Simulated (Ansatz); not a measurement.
Computed with Ansatz on PBE0-D4/def2-TZVP structures; ΔE is electronic, products minus reactants. CCSD(T)/CBS is the MP2 limit (def2-TZVPP, def2-QZVPP) plus CCSD(T) − MP2 in def2-TZVPP, frozen cores. DFT in def2-TZVPP. HSE06 is defined as in plane-wave codes. One conformer a species, not always the lowest.

Reaction (redistribution): `FB[SiH3]` + `[SiH3]B([SiH3])[SiH3]` → `FB[SiH2][SiH3]` + `[SiH3]B[SiH3]`

```
        level  ΔE (kJ/mol)
   r2SCANh-D4         -8.9
     HSE06-D4         -9.6
          PBE        -11.9
         PBE0        -12.4
      r2SCAN0        -10.3
        HSE06        -12.3
        BHLYP        -11.4
HF/def2-QZVPP        -11.8
```

Q: What does CCSD(T)/CBS give? (Best estimate.)

A: The calculation gave: -7.4 kJ/mol. The listed levels differ from it by -1.5, -2.2, -4.5, -5.0, -2.9, -4.9, -4.0, -4.4 kJ/mol.

Largest T1 diagnostic among the species: 0.015.

In def2-TZVPP, CCSD(T) changes the Hartree–Fock value by +4.4 kJ/mol (the triples alone add +0.8 kJ/mol) and MP2 by +4.9 kJ/mol. Leaving LDA and LC-ωPBE aside and taking each functional with its dispersion term where it has one, the values, not all of them listed here, spread over 3.6 kJ/mol, from B2PLYP to BLYP-D4. LDA lies +5.1 kJ/mol from PBE without D4.
